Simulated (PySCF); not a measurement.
Electron correlation in C (carbon, neutral)

[He] 2s2 2p2, high-spin 3P determinant. All numbers are calculated (PySCF 2.14, the non-relativistic Hamiltonian (point nucleus), in def2-TZVP (5s3p2d1f, 31 functions)). Frozen: 1s2; 4 electrons correlated.

MP2 pair energies summed by pair of shells (mhartree):

```tsv
pair	energy	share (%)
2s-2p	-40.41	61.1
2s-2s	-18.52	28.0
2p-2p	-7.19	10.9
```

Total MP2 correlation energy: -66.11 mhartree.

Same-spin part -12.42 and opposite-spin part -53.69 mhartree; SCS-MP2 scales them by 1/3 and 6/5 to -68.57 mhartree.

```
  level  correlation energy (mhartree)
   CCSD                         -86.52
    (T)                          -2.03
CCSD(T)                         -88.55
```

Diagnostics: T1 = 0.0089, D1 = 0.0172, largest double amplitude 0.105.

Question: Is a single reference adequate?

Answer: Mostly. T1 lies below 0.03, but a double amplitude of this size points to a near-degeneracy that CCSD handles and MP2 describes poorly.
